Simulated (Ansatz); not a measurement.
```xyz
7

Ge    0.357    1.112   -0.213
Ge   -0.127   -1.118    0.379
Se   -1.567    0.041   -1.126
H     1.439    1.441   -1.245
H     0.038    2.271    0.735
H     0.630   -2.288   -0.255
H    -0.771   -1.459    1.725
```

The species carries charge 0 and has multiplicity 1.

List the B3LYP/def2-TZVPP orbital energies in eV (the Gaussian-basis code of Ansatz). (Estimate.)

Computed: Occupied: -12350.58, -10850.80, -10850.80, -1579.91, -1418.06, -1418.06, -1418.00, -1355.18, -1355.18, -1206.10, -1206.10, -1206.07, -1206.07, -1206.06, -1206.06, -212.19, -169.69, -169.69, -156.23, -156.19, -156.01, -119.99, -119.98, -119.93, -119.92, -119.88, -119.88, -57.02, -57.02, -56.86, -56.83, -56.79, -33.62, -33.56, -33.53, -33.48, -33.47, -33.45, -33.43, -33.42, -33.38, -33.30, -19.08, -14.97, -14.28, -10.47, -9.90, -9.71, -8.01, -6.95, -6.49. Lowest empty: -0.92, -0.84, -0.64, 0.35, 0.39, 1.67, 2.92, 3.12.

B3LYP here is the variant with VWN-RPA as its local correlation; programs differ in this.
